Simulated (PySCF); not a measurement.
Broadened absorption spectrum of hydrogen diatomic

Hydrogen diatomic, H2.
Geometry (PBE0-D3(BJ)/def2-SVP, Å), atoms numbered from 1 in this order:
```
atom  x, y, z in Å
H1     0.3830   -0.0065   -0.0049
H2    -0.3775    0.0090   -0.0234
```

The calculation used TDDFT CAM-B3LYP/def2-SVPD, vertical, gas phase, core orbitals frozen in the response (PySCF 2.14.0, density-fitted response routines).

Broadening: Gaussians 0.5 eV wide at half height, area fixed by f = 4.319×10⁻⁹ ∫ε dν̃. The cross-section is σ = 3.8235×10⁻²¹ ε cm², given in Mb (10⁻¹⁸ cm²). The width is an assumption, not a result. The curve ends short of the highest state used, and states not computed would add to its high-energy end.

```
E (eV)  σ (Mb)
 11.81    0.16
 12.56   86.53
 13.31    0.21
 14.06  134.35
 14.81    2.31
 15.55    0.00
 16.30    0.00
 17.05    0.00
 17.80    0.00
 18.55    0.00
 19.30    0.00
 20.04    8.04
 20.79    8.09
 21.54    0.00
 22.29    0.00
 23.04    0.00
 23.79    0.00
 24.53    0.00
 25.28    0.00
 26.03    0.00
 26.78    0.00
 27.53    0.00
 28.28    0.00
 29.02    0.00
 29.77    0.00
 30.52    0.00
 31.27    0.00
 32.02    0.00
 32.77    0.00
 33.51    0.00
 34.26    0.00
 35.01    0.00
 35.76    0.00
 36.51    0.00
 37.26    0.00
 38.00    0.20
```

Question: Where are the band maxima, and which computed states make them?

Answer: 99 nm (12.56 eV), ε about 23000, made up of S1 (100%); 87 nm (14.19 eV), ε about 42000, made up of S2 (50%) and S3 (50%); 61 nm (20.41 eV), ε about 10000, made up of S7 (100%) (ε in L mol⁻¹ cm⁻¹; maxima over ε = 5, shares over 10%). At its high-energy end, 38.00 eV, the curve is still rising (ε about 54, from S9). The states used: S1 12.56 eV (f 0.420); S2 14.19 eV (f 0.394); S3 14.19 eV (f 0.394); S4 16.44 eV (f 0.0000); S5 18.05 eV (f 0.0000); S6 18.05 eV (f 0.0000); S7 20.42 eV (f 0.186); S8 24.00 eV (f 0.0000); S9 38.60 eV (f 0.057).

Question: What would ε be at 14.19 eV, the highest of these maxima, with half the width (0.25 eV)?

Answer: About 84900 L mol⁻¹ cm⁻¹ against 42500, a factor of about 2.00; a lone state at its own centre would give exactly 2.

Question: Coming from long wavelengths, where does ε first pass 100 L mol⁻¹ cm⁻¹?

Answer: At about 104 nm (11.87 eV), 0.70 eV below S1.

From S4 up the states lie above the vertical ionisation energy of 16.29 eV (ΔSCF), that is within the continuum, which a finite basis only mimics.
